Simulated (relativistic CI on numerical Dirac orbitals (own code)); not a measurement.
# One change at a time: Br¹⁰⁺

Base calculation: Dirac-Coulomb-Breit CI, separate exchange-only KLI orbitals for each configuration, model QED (radiative potential, 1s self-energy scaled to tabulated hydrogen-like ionisation energies), unscaled Slater integrals.

Configuration list (outside the closed core [Ne]): 3s2.3p6.3d7, 3s2.3p5.3d8, 3s2.3p4.3d9, 3s.3p6.3d8, 3s2.3p6.3d6.4s, 3s2.3p6.3d6.4p, 3p6.3d9, 3s2.3p6.3d6.4d, 3s2.3p6.3d5.4s2, 3s2.3p6.3d5.4s.4p, 3s2.3p6.3d6.4f, 3s2.3p6.3d6.5s, 3s2.3p6.3d5.4p2, 3s2.3p6.3d6.5p, 3s.3p5.3d9, 3s2.3p5.3d7.4s. Levels of other configurations are missing.

Variants: (1) only the first configuration; (2) only the first 3 configurations. Shifts of the energy above 3s2.3p6.3d7 4F_9/2, in cm⁻¹, for the lowest level and the first level of each name with at least 55 % of one term (blank where a level changes its place among those of its configuration and J or its character, or is not in the variant):

```
              Level     Base     Δ(1)     Δ(2)
 3s2.3p6.3d7 4F_9/2      0.0      0.0      0.0
 3s2.3p6.3d7 4F_7/2   6540.4    -12.4     -2.2
 3s2.3p6.3d7 4F_5/2  10631.1    +84.7    +21.7
 3s2.3p6.3d7 4F_3/2  13219.9   +170.6    +45.9
 3s2.3p6.3d7 4P_3/2  36881.1  +4438.9  +1501.6
 3s2.3p6.3d7 4P_5/2  38551.1  +3107.1   +499.1
 3s2.3p6.3d7 2G_9/2  40848.0   +625.8   +408.7
 3s2.3p6.3d7 4P_1/2  42153.5  +3583.7   +921.4
 3s2.3p6.3d7 2G_7/2  46928.1   +890.8   +467.3
 3s2.3p6.3d7 2P_1/2  54659.6  +7198.5  +3264.9
 3s2.3p6.3d7 2D_5/2  54678.6  +6183.6  +1306.7
3s2.3p6.3d7 2H_11/2  56868.3  -1666.3    -82.0
 3s2.3p6.3d7 2H_9/2  63066.3  -1438.1    -39.3
 3s2.3p6.3d7 2D_3/2  65561.2  +6195.8  +1873.0
```

At this charge energies of transitions that change n are usually good to better than 1 %, and those within a shell (Δn = 0) to a few per cent. Terms inside the open d or f shell come out 10 to 20 % too wide with unscaled integrals.

Ionisation energy from the two ground configurations alone: base 300.526 eV. The NIST ASD value (theoretical) is 301 eV.

LS names give the leading component of a level, which can be under half, so a name can repeat, a term be missing and a line seem to break the LS rules.
